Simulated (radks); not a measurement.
All-electron atom: Cs+ in [Kr] 4d9.75 5s2 5p6 6s0.25 (fractional occupations, a model configuration).

All-electron calculation, scalar-relativistic Kohn-Sham, BLYP, spin-polarised, spherical densities, point nucleus; open shells are filled with parallel spins first (spin-orbit coupling, left out, can overturn this in heavy ions). Program: a radial shooting solver on a logarithmic mesh with Libxc functionals.

Energy parts (eV):
part                      energy
total                 -211889.64
kinetic                223268.22
electron-nucleus      -512297.42
Hartree                 82374.78
exchange-correlation    -5235.23

Orbitals (lengths in bohr, moments of r in powers of bohr):
\begin{tabular}{lrrr}
orbital & occ. & eigenvalue (eV) & <r^2> \\ \hline
1s up & 1 & -35814.29 & 0.0009249 \\
1s down & 1 & -35814.29 & 0.0009249 \\
2s up & 1 & -5625.686 & 0.01483 \\
2s down & 1 & -5625.586 & 0.01483 \\
2p up & 3 & -5047.693 & 0.01177 \\
2p down & 3 & -5047.614 & 0.01177 \\
3s up & 1 & -1176.390 & 0.1022 \\
3s down & 1 & -1176.341 & 0.1022 \\
3p up & 3 & -990.4442 & 0.1023 \\
3p down & 3 & -990.3886 & 0.1023 \\
3d up & 5 & -717.4924 & 0.08839 \\
3d down & 5 & -717.4069 & 0.08838 \\
4s up & 1 & -228.7470 & 0.5433 \\
4s down & 1 & -228.4562 & 0.5434 \\
4p up & 3 & -169.1972 & 0.6198 \\
4p down & 3 & -168.9097 & 0.6200 \\
4d up & 5 & -82.4953 & 0.8076 \\
4d down & 4.75 & -82.2251 & 0.8084 \\
5s up & 1 & -33.4329 & 3.322 \\
5s down & 1 & -33.3629 & 3.326 \\
5p up & 3 & -19.8180 & 4.744 \\
5p down & 3 & -19.7636 & 4.743 \\
6s up & 0.25 & -6.3451 & 24.42 \\
5d up & 0 & -5.1036 & 15.87 \\
5d down & 0 & -5.0384 & 15.76 \\
6p up & 0 & -4.0924 & 40.12 \\
\end{tabular}

The highest occupied level is 6s up at -6.345 eV. Summed over all electrons, <r^2> = 55.70 bohr^2, which gives a Langevin (diamagnetic) susceptibility term of -44.1 x 10^-6 cm^3/mol. The density falls to 0.001 e/bohr^3 at r = 4.16 bohr.
